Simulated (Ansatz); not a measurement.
A run of Ansatz (development build ahead of 0.2.0) on singlet Li2F2 at this shape:

| atom | x (Å) | y (Å) | z (Å) |
| --- | --- | --- | --- |
| F | 0.7100 | 0.0000 | 3.8000 |
| F | -0.7100 | 0.0000 | 3.8000 |
| Li | 1.3400 | 0.0000 | 0.0000 |
| Li | -1.3400 | 0.0000 | 0.0000 |

Its results:

```yaml
Converged: yes
Total_energy: -213.51035 hartree
Spin_squared_of_the_determinant: 0.000
```

Problem. Which input gives this output? Name the method, the orbitals and the basis set, and write the input.

Solution. RHF in 6-31G. An unrestricted run that stays on the closed shell gives the same numbers.

```yaml
crystal:
  periodic: [false, false, false]
  atoms:
    - { symbol: F, position_ang: [0.71, 0.0, 3.8] }
    - { symbol: F, position_ang: [-0.71, 0.0, 3.8] }
    - { symbol: Li, position_ang: [1.34, 0.0, 0.0] }
    - { symbol: Li, position_ang: [-1.34, 0.0, 0.0] }
basis:
  gaussian: { orbitals: "6-31G" }
hamiltonian:
  xc: hf
```

Caution: stretched shape with no unrestricted run beside it, a lower state can exist.
